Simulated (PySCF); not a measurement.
Compound: C6H6GeO3.
Bonds: O1–C2 (double), C2–C3, C3–C4 (double), C4–C5, C5–O6, O6–Ge7, C5–C8 (double), C8–C9, C9–O10 (double), C2–C9. Hydrogens: H11 on C3; H12 on C4; H13, H14, H15 on Ge7; H16 on C8.

A linear-response calculation (PySCF, def2-SVPD basis, gas phase, vertical, core orbitals frozen in the response) gave these numbers; the functional is withheld.

Orbital energies (eV): HOMO-3 -10.63, HOMO-2 -10.09, HOMO-1 -8.64, HOMO -8.39, LUMO -2.42, LUMO+1 0.06, LUMO+2 0.28.

```
state  E (eV)       f  main configurations (H = HOMO, L = LUMO)
   S1    2.21  0.0000                               H-1→L (94%)
   S2    3.05   0.052                                 H→L (98%)
   S3    3.55  0.0000                               H-2→L (89%)
   S4    5.49   0.203                               H-3→L (86%)
   S5    5.65  0.0017    H-4→L (69%), H-1→L+3 (13%), H-7→L (8%)
   S6    5.81  0.0002                H-1→L+3 (74%), H-4→L (14%)
```

Triplets (Tamm–Dancoff): T1 1.76 eV, H-1→L (90%); T2 1.85 eV, H→L (92%); T3 3.04 eV, H-2→L (84%); T4 3.66 eV, H-3→L (76%), H→L+5 (9%).

Vertical ionisation energy by ΔSCF with the same functional: 8.97 eV. Mean static polarisability: 112.8 au.

**Question.** Name the functional.
A. HF
B. B3LYP
C. CAM-B3LYP
D. PBE

**Answer.** C. CAM-B3LYP is range-separated, 19% exact exchange at short range and 65% at long range (ω = 0.33 bohr⁻¹). In this run −ε(HOMO) = 8.39 eV differs from the ΔSCF value by -0.58 eV, and S1 differs from the orbital gap of 5.97 eV by -3.76 eV. The ratio −ε(HOMO)/IP is 0.94. Usual ranges for neutral molecules in this basis: 0.85 to 0.93 with CAM-B3LYP, 0.5 to 0.7 with PBE, 0.67 to 0.83 with B3LYP; Hartree–Fock can't fall below 1, since the ion's relaxation only lowers the ΔSCF value. The other options: PBE, a GGA without exact exchange; HF, time-dependent Hartree–Fock, 100% exact exchange; B3LYP, a global hybrid with 20% exact exchange.

Computed with TDDFT CAM-B3LYP/def2-SVPD, vertical, gas phase, core orbitals frozen in the response in PySCF. The structure is a single PBE0-D3(BJ)/def2-SVP conformer in the gas phase; no vibrational or solvent corrections. The CAM-B3LYP/def2-SVPD calculation is non-relativistic and has no spin–orbit coupling, an omission that weighs most on germanium.

On Arm Neoverse N1, one thread, shared host with 64 logical CPUs at a one-minute load of 60, this took 16 min of wall time and 1.3 GiB of memory at its peak.

The values belong to the conformer `[O:1]=[C:2]1[CH:3]=[CH:4][C:5]([O:6][GeH3:7])=[CH:8][C:9]1=[O:10]`: C4–C5–O6–Ge7 -4°.
